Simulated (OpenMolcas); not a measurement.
# Co2+: effect of the active space

- Program: OpenMolcas 26.06
- Method: MS-CASPT2, IPEA 0.25 Eh, imaginary shift 0.1 Eh
- Basis: ANO-R3
- Scalar Hamiltonian: X2C, finite nucleus
- Spin-orbit coupling: RASSI with atomic mean-field integrals over the reference wave functions, term energies averaged over their components

A. 7 electrons in 5 orbitals (3d); 2S+1 = 4 even, 10 roots; 2S+1 = 2 even, 40 roots; closed shells correlated: 3s 3p; CASPT2 step roughly 16 core-seconds
B. 7 electrons in 6 orbitals (3d 4s); 2S+1 = 4 even, 50 roots; 2S+1 = 6 even, 5 roots kept (CI in the orbitals of an earlier block); 2S+1 = 2 even, 110 roots kept (CI in the orbitals of an earlier block); closed shells correlated: 3s 3p; CASPT2 step of the order of 110 core-seconds

Energies in cm-1 above 3d7 4F 9/2, the measured ground level; measured values from Sugar and Corliss, J. Phys. Chem. Ref. Data 10, 1097 (1981).

| Level | A | B | Measured |
| --- | --- | --- | --- |
| 3d7 4F 9/2 | 0.0 | 0.0 | 0.0 |
| 3d7 4F 7/2 | 836 | 901 | 841 |
| 3d7 4F 5/2 | 1447 | 1555 | 1451 |
| 3d7 4F 3/2 | 1865 | 2000 | 1867 |
| 3d7 4P 5/2 | 15760 | 15120 | 15202 |
| 3d7 4P 3/2 | 15950 | 15300 | 15428 |
| 3d7 2G 9/2 | 16390 | 16260 | 16978 |
| 3d7 4P 1/2 | 16400 | 15800 | 15811 |
| 3d7 2G 7/2 | 17180 | 17120 | 17766 |
| 3d7 2P 3/2 | 19800 | 19130 | 20195 |
| 3d7 2P 1/2 | 20480 | 19840 |  |
| 3d7 2H 11/2 | 22670 | 22330 | 22720 |
| 3d7 2D 5/2(1) | 22730 | 22340 | 23059 |
| 3d7 2H 9/2 | 23370 | 23100 | 23434 |
| 3d7 2D 3/2(1) | 23910 | 23580 | 24237 |
| 3d7 2F 5/2 | 36920 | 35990 | 37021 |
| 3d7 2F 7/2 | 37270 | 36370 | 37316 |
| 3d7 2D 3/2(2) | 58180 | 56240 |  |
| 3d7 2D 5/2(2) | 58610 | 56680 |  |

Deviations, from unrounded energies. A percentage is the sum of absolute deviations over the sum of measured energies, with the sign that they share, or ± where signs differ.

```tsv
Against measurement	Levels	A	B
mean absolute deviation (cm-1)	15	280	470
fine structure of the ground term (%)	3	-0.3	+7.2
other terms of the ground configuration (%)	12	±1.5	-2.5
```

A lies closest to measurement on these levels. The largest miss of A in the table is 3d7 4P 1/2, by +590 cm-1. The ranking rests on the paired levels alone, and a cruder setting can come out closer through cancelling errors.

The two smallest mean deviations differ by little beside CASPT2's spread within terms, so their order carries little weight.

Between A and B the level of the table that moves most is 3d7 2D 3/2(2), by 1900 cm-1 (lowest in B, highest in A). Moves below CASPT2's spread within the term are not significant.

CASPT2 does not keep the components of a term degenerate, so their means are used; among the terms shown or strongly mixed into the levels shown the widest spread is 2200 cm-1 (3d7 4F, B). The CASPT2 spread within a term exceeds the gap to the next term for 3d7 2H and 3d7 2D(1), so the order of their levels is uncertain. Blocks of more than 70 roots (2S+1 = 2 even) ran without multistate coupling (holds for B). Terms from blocks run as CI alone lack orbitals of their own (holds for B). Measured partners are found by configuration, term and J. A level has none where our copy of the source lacks it or the pairing is in doubt (some pairs that miss far off the trend of their configuration count as doubtful), and it then counts in no deviation. Levels of configurations outside the active space are missing. Levels that lie high or do not pair safely by name in every column are left out.

A number in round brackets counts repeated terms of one configuration in the order of the reference energies.
